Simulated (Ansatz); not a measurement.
Cost and result up the ladder for Cr2F6 (8 atoms). Charge 0, multiplicity 1. Geometry: B3LYP-D4/def2-SVP.

```xyz
8

Cr   -0.221   -0.150   -0.886
Cr    0.221    0.150    0.886
F    -0.783   -1.756   -0.827
F    -1.400    1.050   -1.147
F    -1.273   -0.124    1.656
F     1.423   -1.029    1.138
F     0.753    1.766    0.832
F     1.280    0.093   -1.653
```

Ansatz on 4 threads of Arm Neoverse V2 on a shared host. Times are rough, and most runs start from the orbitals of an earlier one. No level here is sound enough to serve as a yardstick. Binding counts from free atoms at the same level (Cr septet, F doublet; other spins of the atoms weren't run), without zero-point energy or a counterpoise term.

No other spin state of charge 0 was run. The structure comes from a short search, and lower isomers may exist.

Run but left out: HF/STO-3G (restricted singlet, unstable in another Hartree–Fock run and untested here); CCSD(T)/def2-SVP (unstable by the stability test); MP2/def2-TZVP (restricted singlet, unstable towards broken spin symmetry).

```
                         level  functions  wall time
               PBE-D4/def2-SVP        146      2.1 s
              PBE0-D4/def2-SVP        146      3.2 s
PBE-D4/def2-TZVP (with forces)        276      4.8 s
             PBE0-D4/def2-TZVP        276        9 s
           r2SCAN-D4/def2-TZVP        276        9 s
        CAM-B3LYP-D4/def2-TZVP        276       11 s
          r2SCAN0-D4/def2-TZVP        276       13 s
             ωB97X-V/def2-TZVP        276       28 s
```

Task: Estimate what each level gives for the binding energy per atom (eV).

Result: 
```json
{"level": "PBE-D4/def2-SVP", "binding energy per atom (eV)": "4.10", "remarks": "restricted SCF unstable in HF"}
{"level": "PBE0-D4/def2-SVP", "binding energy per atom (eV)": "3.16", "remarks": "restricted SCF unstable in HF"}
{"level": "PBE-D4/def2-TZVP (with forces)", "binding energy per atom (eV)": "3.98", "remarks": "restricted SCF unstable in HF"}
{"level": "PBE0-D4/def2-TZVP", "binding energy per atom (eV)": "3.15", "remarks": "restricted SCF unstable in HF"}
{"level": "r2SCAN-D4/def2-TZVP", "binding energy per atom (eV)": "3.61", "remarks": "restricted SCF unstable in HF"}
{"level": "CAM-B3LYP-D4/def2-TZVP", "binding energy per atom (eV)": "3.31", "remarks": "restricted SCF unstable in HF"}
{"level": "r2SCAN0-D4/def2-TZVP", "binding energy per atom (eV)": "2.88", "remarks": "restricted SCF unstable in HF"}
{"level": "ωB97X-V/def2-TZVP", "binding energy per atom (eV)": "3.28", "remarks": "restricted SCF unstable in HF"}
```
